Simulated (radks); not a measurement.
Q: Valence configurations of the tungsten ion W3+ (all share [Xe]). All-electron calculation, scalar-relativistic Kohn-Sham, r2SCAN, spin-polarised, spherical densities, finite nucleus; open shells are filled with parallel spins first (spin-orbit coupling, left out, can overturn this in heavy ions); meta-GGA in the generalised Kohn-Sham scheme; Fermi nuclear charge, rms radius 5.3658 fm. Program: a radial shooting solver on a logarithmic mesh with Libxc functionals. Order these by energy: 4f14 5d2 6p1; 4f14 5d1 6p2; 4f12 5d3 6p2; 4f13.5 5d3.5; 4f14 5d3; 4f11.5 5d5.5; 4f12.5 5d4.5; 4f13 5d3 6p1; 4f14 5d2 6s1; 4f13 5d3 6s1.

A: From the lowest, in eV above it: 4f14 5d3 0.000; 4f14 5d2 6s1 3.806; 4f14 5d2 6p1 12.069; 4f13.5 5d3.5 15.857; 4f14 5d1 6p2 25.022; 4f13 5d3 6s1 38.588; 4f13 5d3 6p1 47.275; 4f12.5 5d4.5 52.493; 4f11.5 5d5.5 98.758; 4f12 5d3 6p2 106.22. NIST lists [Xe] 4f14 5d3 as the ground configuration; this level of theory agrees among the configurations tried. The energies are those of spherical high-spin densities, not of single terms.
